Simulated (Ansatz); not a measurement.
Consider the ligand exchange at the Si–N bond: `[SiH3]N([SiH3])[SiH2]Cl` + `[SiH3]BS` → `[SiH3]BS[SiH3]` + `[SiH3]N[SiH2]Cl`.

Computed with Ansatz on PBE0-D4/def2-TZVP structures; ΔE is electronic, products minus reactants. CCSD(T)/CBS is the MP2 limit (def2-TZVPP, def2-QZVPP) plus CCSD(T) − MP2 in def2-TZVPP, frozen cores. Functionals use def2-TZVPP. Each species was taken in one conformer, which may not be the lowest.

```
level  ΔE (kcal/mol)
 BLYP           -1.0
BHLYP            0.7
```

(1) What does CCSD(T)/CBS give? (An estimate is asked.)

(2) What do rigid-rotor, harmonic-oscillator terms from PBE0-D4/def2-TZVP frequencies (298.15 K, 1 bar) make of the CCSD(T)/CBS value? (An estimate is asked.)

Largest T1 diagnostic among the species: 0.015.

Results:

(1) Ansatz gave: +1.4 kcal/mol. The listed levels differ from it by -2.4, -0.7 kcal/mol.

(2) The calculation gave: ΔZPE = +0.9 kcal/mol, ΔH = +2.5 kcal/mol, ΔS = 8 J/(mol·K), ΔG = +1.9 kcal/mol. Modes under 50 cm⁻¹ make the entropy rough.

Leaving LDA and LC-ωPBE aside and taking each functional with its dispersion term where it has one, the values, not all of them listed here, spread over 2.9 kcal/mol, from PBE-D4 to BHLYP-D4. LDA lies +2.0 kcal/mol from PBE without D4. From BLYP to BHLYP (50 % exact exchange), in def2-TZVPP and without D4, ΔE moves by +1.7 kcal/mol. At CCSD(T), def2-SVP lies +1.8 kcal/mol from the extrapolated value and def2-TZVPP +0.7 kcal/mol.

CCSD(T)/CBS has its own doubt, a few kJ/mol and more with outer-core shells, so smaller differences from it don't rank the levels.
